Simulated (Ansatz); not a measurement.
AlH₉Si₃ (`[AlH2][SiH2][SiH2][SiH3]`) from Hartree–Fock to CCSD(T)

Z-matrix (Å, degrees):
```
Si
Si 1 2.337
Al 1 2.466 2 96.3
H 1 1.490 2 111.5 3 123.1
H 1 1.491 2 107.2 3 -118.5
Si 2 2.336 1 95.5 3 35.5
H 2 1.489 1 111.5 3 -74.9
H 2 1.488 1 120.7 3 154.7
H 3 1.590 1 116.2 2 69.8
H 3 1.588 1 121.4 2 -122.2
H 6 1.485 2 112.9 1 69.8
H 6 1.486 2 120.6 1 -157.5
H 6 1.531 2 104.8 1 -42.2
```

The species carries charge 0 and has multiplicity 1. Geometry: relaxed with PBE0-D4/def2-TZVP. It is one conformer, not always the lowest. Frozen core, restricted reference, Ansatz 0.2.0. CBS rows extrapolate triple and quadruple zeta; past MP2 they add the triple-zeta difference.

| basis | HF (Eh) | MP2 corr. | CCSD corr. | (T) | CCSD(T) total |
| --- | --- | --- | --- | --- | --- |
| def2-SVP | -1113.57091 | -0.37829 | ? | -0.01327 | ? |
| def2-TZVPP | -1113.96343 | -0.47179 | -0.55364 | ? | ? |
| def2-QZVPP | -1113.99706 | ? | – | – | – |
| CBS(def2) | ? | -0.53055 | -0.61240 | as TZ | ? |

(1) Fill in the withheld values. (An estimate is asked.)

Results:

(1) Ansatz gave: def2-SVP CCSD corr.: -0.46016; def2-SVP CCSD(T) total: -1114.04434; def2-TZVPP (T): -0.02047; def2-TZVPP CCSD(T) total: -1114.53754; def2-QZVPP MP2 corr.: -0.50554; CBS(def2) HF (Eh): -1114.00169; CBS(def2) CCSD(T) total: -1114.63456.
